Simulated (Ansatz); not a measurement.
Saddle point of BNH6OF2, singlet (BH₃OF₂ ([OH2][BH]([F])[F]) + NH₃ → BNH₄OF₂ ([NH3][B]([OH])([F])[F]) + H₂; bonds formed: B1–N8, H2–H7, H5–N8; dative contacts that become bonds: B1–O6; bonds broken: B1–H2, H5–O6, H7–N8), PBE0-D4/def2-TZVP structure:

| atom | x (Å) | y (Å) | z (Å) |
| --- | --- | --- | --- |
| B1 | -0.8543 | -0.8381 | -0.3959 |
| H2 | 0.0543 | -0.1834 | -1.2510 |
| F3 | -1.3393 | -1.8185 | -1.2126 |
| F4 | -1.7517 | 0.1600 | -0.0775 |
| H5 | 0.8154 | 0.6294 | 1.1041 |
| O6 | -0.1334 | -1.2777 | 0.7483 |
| H7 | 0.4272 | 0.5151 | -0.6180 |
| N8 | 0.8230 | 1.2940 | 0.3308 |
| H9 | 0.1144 | -2.1991 | 0.6621 |
| H10 | 1.7340 | 1.7209 | 0.2216 |
| H11 | 0.1105 | 1.9974 | 0.4880 |

Energies are electronic, without zero-point energy. Barriers and step energies count from the start structure reached by relaxing down the imaginary mode; all methods use the PBE0-D4 structures, on which another method's saddle can fall below an end. Ansatz 0.2.0; basis: def2-TZVPP, with def2-QZVPP for the basis limit; cores frozen in the correlated methods. B3LYP uses VWN-RPA correlation. Extrapolation: Hartree–Fock as exp(−7.88 √X), correlation as X^−2.97.

```
      method  barrier (eV)  step energy (eV)
       SPW92         0.339            -0.529
      PBE-D4         0.453            -0.661
     BLYP-D4         0.522            -0.707
   r2SCAN-D4         0.458            -0.770
      B97M-V         0.489            -0.810
     PBE0-D4         0.530            -0.728
    B3LYP-D4         0.580            -0.747
  r2SCAN0-D4         0.532            -0.802
    BHLYP-D4         0.675            -0.818
CAM-B3LYP-D4         0.616            -0.749
     wB97X-V         0.623            -0.796
     wB97M-V         0.616            -0.802
      B2PLYP         0.633            -0.773
    PBE-QIDH             ?            -0.797
  RPA on PBE         0.691            -0.806
          HF             ?            -0.983
         MP2             ?            -0.828
        CCSD         0.708            -0.840
     CCSD(T)         0.673            -0.820
```

Task: Fill in the withheld barriers. (An estimate is asked for; the value comes from the calculation.)

Result: The calculation gives: PBE-QIDH 0.611; HF 0.873; MP2 0.654 eV. Each is the energy of the saddle less that of the start structure, by the same method.

For comparison, the barrier by CCSD(T) at an estimated basis limit (MP2 extrapolated from triple and quadruple zeta, plus CCSD(T) − MP2 in triple zeta) is 0.652 eV.

No T1 diagnostic of these runs exceeds 0.012.

The step is the kind of ligand exchange by which a precursor binds to a hydroxyl group, or is hydrolysed, in atomic layer deposition of oxides.

Labels in which every atom is bracketed show which atoms are joined, not bond orders.

For scale, one of the runs: CCSD(T)/def2-TZVPP, 239 basis functions, launched by `ansatz run in.yaml --threads 4 --pin off --events-out ev --progress --plain --max-ram 9574MiB`. Hardware: 4 CPU threads of an Arm Neoverse V1, shared host. Wall time 3.4 min; peak host memory 5.1 GiB.
